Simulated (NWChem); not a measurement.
System: SiBrCl, singlet; SMILES Cl[Si]Br

Input file for NWChem:

```
start job
memory heap 200 mb stack 900 mb global 1100 mb
geometry units angstroms noautoz
  Si     1.018280    -0.647971     0.000000
  Cl    -0.501702    -2.082761     0.000000
  Br    -0.163788     1.276449     0.000000
end
basis spherical
  * library def2-svp
end
dft
  xc xpbe96 cpbe96
  iterations 150
  vectors input atomic output neutral.movecs
end
task dft energy
charge 1
dft
  odft
  mult 2
  vectors input atomic output cation.movecs
end
task dft energy
```

Output (shortened):

```
             Northwest Computational Chemistry Package (NWChem) 7.3.0
             --------------------------------------------------------

 CS  symmetry detected

                             Geometry "geometry" -> ""
                             -------------------------

 Output coordinates in angstroms (scale by  1.889725989 to convert to a.u.)

  No.       Tag          Charge          X              Y              Z
 ---- ---------------- ---------- -------------- -------------- --------------
    1 Si                  14.0000     1.02230547    -0.64475224     0.00000000
    2 Cl                  17.0000    -0.48892109    -2.08876121     0.00000000
    3 Br                  35.0000    -0.17144623     1.27244206     0.00000000

 Effective nuclear repulsion energy (a.u.)     268.3251947579

      Symmetry information
      --------------------

 Group name             Cs
 Group number              2
 Group order               2
 No. of unique centers     3

  pbe96 is a nonlocal functional; adding pw91lda local functional.

                                 NWChem DFT Module
                                 -----------------

 Summary of "ao basis" -> "ao basis" (spherical)
 ------------------------------------------------------------------------------
       Tag                 Description            Shells   Functions and Types
 ---------------- ------------------------------  ------  ---------------------
 Si                         def2-svp                 8       18   4s3p1d
 Cl                         def2-svp                 8       18   4s3p1d
 Br                         def2-svp                12       32   5s4p3d

      Symmetry analysis of basis
      --------------------------

        a'         48
        a"         20

            General Information
            -------------------
          SCF calculation type: DFT
          Wavefunction type:  closed shell.
          No. of atoms     :     3
          No. of electrons :    66
           Alpha electrons :    33
            Beta electrons :    33
          Charge           :     0
          Spin multiplicity:     1
          Use of symmetry is: on ; symmetry adaption is: on
          Maximum number of iterations: 150
          AO basis - number of functions:    68
                     number of shells:    28
          Convergence on energy requested:  1.00D-06
          Convergence on density requested:  1.00D-05
          Convergence on gradient requested:  5.00D-04

              XC Information
              --------------
          PerdewBurkeErnzerhof Exchange Functional  1.000
            Perdew 1991 LDA Correlation Functional  1.000 local
           PerdewBurkeErnz. Correlation Functional  1.000 non-local

             Grid Information
             ----------------
          Grid used for XC integration:  medium
          Radial quadrature: Mura-Knowles
          Angular quadrature: Lebedev.
          Tag              B.-S. Rad. Rad. Pts. Rad. Cut. Ang. Pts.
          ---              ---------- --------- --------- ---------
          Si                  1.10       88           8.0       590
          Cl                  1.00       88          10.0       590
          Br                  1.15      112           9.0       590
          Grid pruning is: on
          Number of quadrature shells:   288
          Spatial weights used:  Erf1

      Superposition of Atomic Density Guess
      -------------------------------------

 Sum of atomic energies:       -3320.14787206

      Non-variational initial energy
      ------------------------------

 Total energy =   -3320.507846
 1-e energy   =   -5153.051218
 2-e energy   =    1564.218177
 HOMO         =      -0.260187
 LUMO         =      -0.040534

      Symmetry analysis of molecular orbitals - initial
      -------------------------------------------------

  Numbering of irreducible representations:

     1 a'          2 a"

  Orbital symmetries:

     1 a'          2 a'          3 a'          4 a'          5 a'
     6 a'          7 a"          8 a'          9 a'         10 a'
    11 a'         12 a"         13 a'         14 a'         15 a"
    16 a'         17 a'         18 a'         19 a"         20 a'
    21 a'         22 a"         23 a'         24 a"         25 a'
    26 a'         27 a'         28 a'         29 a'         30 a"
    31 a"         32 a'         33 a'         34 a"         35 a'
    36 a'         37 a'         38 a'         39 a'         40 a'
    41 a"         42 a'         43 a"

   convergence    iter        energy       DeltaE   RMS-Dens  Diis-err
 ---------------- ----- ----------------- --------- --------- ---------
 d= 0,ls=0.0,diis     1  -3322.5718747726 -3.59D+03  2.50D-02  5.79D-01
 d= 0,ls=0.0,diis     2  -3322.3417369055  2.30D-01  1.99D-02  1.81D+00
 d= 0,ls=0.0,diis     3  -3322.6305180088 -2.89D-01  5.14D-03  5.70D-02
 d= 0,ls=0.0,diis     4  -3322.6405319350 -1.00D-02  1.93D-03  5.85D-03
 d= 0,ls=0.0,diis     5  -3322.6413376652 -8.06D-04  7.32D-04  2.10D-03
  Resetting Diis
 d= 0,ls=0.0,diis     6  -3322.6416513619 -3.14D-04  1.41D-04  6.61D-05
 d= 0,ls=0.0,diis     7  -3322.6416619204 -1.06D-05  7.76D-05  2.79D-06
 d= 0,ls=0.0,diis     8  -3322.6416606340  1.29D-06  5.28D-05  9.38D-06
 d= 0,ls=0.0,diis     9  -3322.6416624380 -1.80D-06  4.91D-06  1.81D-07
 d= 0,ls=0.0,diis    10  -3322.6416624519 -1.39D-08  1.42D-06  4.29D-09

         Total DFT energy =    -3322.641662451879
      One electron energy =    -5153.175981624137
           Coulomb energy =     1701.948231952853
    Exchange-Corr. energy =     -139.739107538458
 Nuclear repulsion energy =      268.325194757863

 Numeric. integr. density =       65.999999048520

                  Occupations of the irreducible representations
                  ----------------------------------------------

[...]
```

Level: PBE/def2-SVP, vertical spin-unrestricted ions. Low-valent species are run as closed-shell singlets; no triplet was tried in these runs. The geometry was optimised at PBE0/def2-SVP.
